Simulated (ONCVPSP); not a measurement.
Au (Z = 79): excitation energies, all-electron against ONCV

* Element: gold (Au)
* Generator: ONCVPSP 4.0.1
* Type: optimised norm-conserving Vanderbilt (ONCV)
* Functional: PBE
* Relativity: fully relativistic
* Frozen core: [Kr] 4d10 4f14 5s2
* Valence charge: 17
* Reference configuration: 5p6 5d10 6s0.75 6p0.25
* Partial waves: 6s: rc 2.50 bohr, ncon 5, nbas 10, qcut 2.6 1/bohr, 2 projectors, debl 3.8 Ha; 5p+6p: rc 1.60 bohr, ncon 4, nbas 9, qcut 7.2 1/bohr, 2 projectors; 5d: rc 1.35 bohr, ncon 3, nbas 7, qcut 7.3 1/bohr, 3 projectors, debl 2.8 Ha; f scattering state at 0.3 Ha: rc 2.50 bohr, ncon 4, nbas 7, qcut 5 1/bohr, 2 projectors, debl 3.7 Ha
* Local potential: polynomial inside 0.90 bohr (lpopt 1, dvloc0 0 Ha)
* Core correction: Teter function, fcfact 3.5, rcfact 1.75

Open shells are filled in proportion to 2j + 1.

Energies are relative to the spin-unpolarised reference configuration 5p6 5d10 6s0.75 6p0.25; without spin polarisation the order of configurations can differ from experiment. Not all tests gave a result: 1 of 4 tests not solved or not reliable.

| valence configuration | charge | ΔE all-electron (eV) | error AE − PS (meV) |
| --- | --- | --- | --- |
| 5p6 5d10 6s1 6p0 | 0 | -1.248 | -0.5 |
| 5p6 5d10 6s0 6p0 | +1 | 8.179 | -7.9 |
| 5p6 5d9 6s1 6p1 | 0 | 6.202 | -9.3 |

Levels in the configuration 5p6 5d10 6s1 6p0:

```csv
level,all-electron (eV),pseudo (eV)
5p j=3/2,-55.346,-55.360
5p j=1/2,-71.819,-71.837
5d j=5/2,-6.311,-6.312
5d j=3/2,-7.837,-7.837
6s j=1/2,-5.780,-5.776
```

Note: ghosts flagged at negative energy: s at -169.5 eV; GHOST(+) flagged for s at 106.1 eV, f7/2 at 335.2 eV, f5/2 at 345.3 eV. A true bound ghost makes a file unfit for plane-wave use.
